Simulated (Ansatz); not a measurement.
Species: AlH3, charge 0, singlet. AlH3 (SMILES [AlH3]).
B3LYP-D3(BJ)/def2-TZVP minimum from Ansatz (a program for electronic structure):
```xyz
4

Al     0.0000     0.0000     0.0000
H      0.6795    -0.4285     1.3607
H     -0.3300     1.5209    -0.2737
H     -0.3495    -1.0923    -1.0870
```

Property: atomisation energy (electronic, to ground-state atoms), in kcal/mol. Radicals and triplets start from unrestricted determinants; spin-orbit coupling is neglected. CBS(X,Y): correlation extrapolated as X^-3, Hartree-Fock from the larger set (Q,5: extrapolated as (X+1)exp(-9√X)). A bracket is a step between two methods taken in the basis named. Functionals run without relativity, which enters their misses. Double hybrids freeze cores in their MP2 part. '+ core + X2C': CCSD(T) terms for core correlation (cc-pwCVTZ, 1s frozen past Ne) and scalar relativity (cc-pVTZ-DK). Full CI freezes restricted core orbitals, also for open shells; the composite that ends in it estimates full CI at the basis-set limit. Where a partner has so few electrons that a lower coupled-cluster level is exact, that level stands in.

CCSD(T)/CBS(cc-pV(Q+d)Z,cc-pV(5+d)Z) + [CCSDT(Q) - CCSD(T)]/cc-pV(5+d)Z + [FCI - CCSDT(Q)]/cc-pV(D+d)Z + core + X2C (Ansatz) gives 212.4 kcal/mol.

Q: How far off this value is PBE/def2-TZVPD (Ansatz), in which direction, and which of these levels come nearer: r2SCAN/def2-TZVPD, B3LYP/def2-TZVPD, PBE0/def2-TZVPD, wB97M-V/def2-TZVPD, B2PLYP/def2-TZVPD, CCSD(T)/CBS(cc-pV(Q+d)Z,cc-pV(5+d)Z) + core + X2C?

A: PBE gives 203.4 kcal/mol, 9.0 kcal/mol below it. Differences of the others: r2SCAN/def2-TZVPD (Ansatz) -0.9; B3LYP/def2-TZVPD (Ansatz) 0.1; PBE0/def2-TZVPD (Ansatz) -7.4; wB97M-V/def2-TZVPD (Ansatz) 1.0; B2PLYP/def2-TZVPD (Ansatz) -3.0; CCSD(T)/CBS(cc-pV(Q+d)Z,cc-pV(5+d)Z) + core + X2C (Ansatz) 0.0 kcal/mol. Nearer than PBE: r2SCAN/def2-TZVPD, B3LYP/def2-TZVPD, PBE0/def2-TZVPD, wB97M-V/def2-TZVPD, B2PLYP/def2-TZVPD, CCSD(T)/CBS(cc-pV(Q+d)Z,cc-pV(5+d)Z) + core + X2C.
